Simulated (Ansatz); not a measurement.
Ansatz (an electronic-structure program) input (CCSD(T)/aug-cc-pVDZ):

Ansatz 0.2 input:
```yaml
crystal:
  periodic: [false, false, false]
  atoms:
    - {symbol: Ga, position_ang: [-0.00000000, -0.00000000, -0.38781025]}
    - {symbol: F, position_ang: [0.00000000, 0.00000000, 1.33579087]}
basis:
  gaussian:
    orbitals: aug-cc-pVDZ
total_charge: 1
magnetization: {spin_polarized: true, initial_magnetization: 1}
correlation: {method: ccsd_t, electrons: outside_noble_gas}
output: {forces: true}
```

End of the output:

```
cycle   4  -6.47723359 eV  change   -2.2e-3 eV  update   1.3e-3
cycle   5  -6.47727553 eV  change   -4.2e-5 eV  update   7.4e-4
cycle   6  -6.47747060 eV  change   -2.0e-4 eV  update   2.9e-4
cycle   7  -6.47746633 eV  change    4.3e-6 eV  update   1.2e-4
cycle   8  -6.47748416 eV  change   -1.8e-5 eV  update   5.1e-5
cycle   9  -6.47747984 eV  change    4.3e-6 eV  update   2.2e-5
cycle  10  -6.47747628 eV  change    3.6e-6 eV  update   7.2e-6
cycle  11  -6.47747615 eV  change    1.2e-7 eV  update   2.7e-6
cycle  12  -6.47747621 eV  change   -5.8e-8 eV  update   1.2e-6
perturbative correction -0.18647697 eV, -0.0068529023 hartree
the calculation of the forces begins
Total energy: -55038.60472894 eV, -2022.6314172825 hartree
Atom 0 at    -0.000000    -0.000000    -0.387810 Å, force     0.000000     0.000000     0.005996 eV/Å
Atom 1 at     0.000000     0.000000     1.335791 Å, force    -0.000000     0.000000    -0.005996 eV/Å
Dipole moment:    -0.000000    -0.000000    -0.842293 e Å
```
